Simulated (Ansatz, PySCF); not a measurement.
Gas-phase reaction in SMILES: O=C=N[SiH2]N=C=O + 2 C (CH4) + 2 N (NH3) + [SiH4] (SiH4) -> 2 C=N (CH3N) + 2 C=O (CH2O) [formaldehyde] + 2 N[SiH3]
Geometries: B3LYP-D3(BJ)/def2-TZVP minima from Ansatz (an electronic-structure program), one conformer each, not searched for the lowest. Frequencies are from Ansatz or PySCF.

Quantity: bond separation energy (enthalpy at 298 K, with B3LYP-D3(BJ) rigid-rotor harmonic-oscillator terms), in eV. Valence correlation only, unless marked. Spin-orbit coupling is left out. No relativistic terms. CBS marks a two-point X^-3 extrapolation of the correlation energy; Hartree-Fock from the larger set.

| level | program | bond separation energy (eV) |
|---|---|---|
| HF/6-31G | Ansatz | 4.38 |

Problem. Estimate the value at CCSD(T)/CBS(cc-pV(T+d)Z,cc-pV(Q+d)Z) as computed with Ansatz.

Solution. 4.53 eV, so HF/6-31G differs from it by -0.15 eV.
